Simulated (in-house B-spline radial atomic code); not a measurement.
Settings and results of a run for the titanium ion Ti²⁺ (an excited or competing configuration). Level of theory: Dirac-Hartree-Fock, average of configuration, Fermi nucleus of rms radius 3.5921 fm; calculated with a radial B-spline atomic code at the basis-set limit.

Command:
```bash
python run_scf.py task.json out
```
Settings (nuclear radius in fm, mass in u):
```
Z                22
configuration    [Ar] 3d1 4p1
hamiltonian      dirac
method           hf
spin_polarised   False
nucleus          fermi
rms_radius       3.5921
atomic_mass      47.94794
speed_of_light   137.035999084
```

Output (hartree, bohr):
```
 radial grid: 74 intervals, B-splines of order 8, outer radius 38.5185 bohr

 iter        energy (Eh)    residual
    1       -845.1072769    4.29e-01
    2       -850.7166872    2.12e-01
    3       -851.7015853    7.15e-02
    4       -851.8188472    2.24e-02
    5       -851.8310527    8.33e-03
    6       -851.8329626    4.66e-04
    7       -851.8329682    5.50e-05
    8       -851.8329683    3.92e-06
    9       -851.8329683    6.85e-07
   10       -851.8329683    3.12e-08

 total energy                     -851.832968
 kinetic                            860.84803
 electron-nucleus                 -2010.81966
 electron-electron                  298.13866

 first-order corrections (not in the total)
   Gaunt                            0.28935
   retardation                     -0.02421
   frequency dependence            -0.00049
   self-energy                      0.18989
   Uehling                         -0.01465
   Wichmann-Kroll                   0.00006
   recoil                           0.00776

 orbital      occ     eigenvalue          <r>       <r^2>       <1/r>       <r^4>     <1/r^2>       r_max    small
 1s1/2      2.000     -185.36795    0.0695332  0.00650273     21.8094 0.000109216     970.418     0.04557  6.21e-03
 2s1/2      2.000      -22.57823     0.322276    0.122756     4.59294   0.0264694     88.5836      0.2679  1.10e-03
 2p1/2      2.000      -18.88692     0.286797    0.101317     4.49921   0.0210158     28.3056      0.2183  1.06e-03
 2p3/2      4.000      -18.67017     0.289387    0.103018     4.44371   0.0216641     27.2102      0.2204  1.05e-03
 3s1/2      2.000       -3.77386     0.993906     1.13374     1.40118     2.04079     12.1463      0.8639  2.21e-04
 3p1/2      2.000       -2.66966      1.05816      1.3071     1.28126     2.88408     3.66075      0.8926  1.91e-04
 3p3/2      4.000       -2.64273      1.06508       1.324     1.27043     2.95776     3.53186      0.8985  1.89e-04
 3d3/2      0.400       -1.25753       1.2723     1.99576     1.00156     8.28053     1.33156      0.9391  1.24e-04
 3d5/2      0.600       -1.25571       1.2746     2.00264    0.999497     8.33292     1.32525      0.9409  1.24e-04
 4p1/2      0.333       -0.63465      3.35968      12.674     0.37739     237.824     0.39649       2.982  2.54e-05
 4p3/2      0.667       -0.63225      3.37388     12.7787    0.375538     241.551    0.385512       2.996  2.53e-05
```

Time taken, with all properties: 0.95 s on 1 thread of x86-64 server CPU (shared host).

For the Dirac Hamiltonian the kinetic term is c α·p + (β - 1)c².
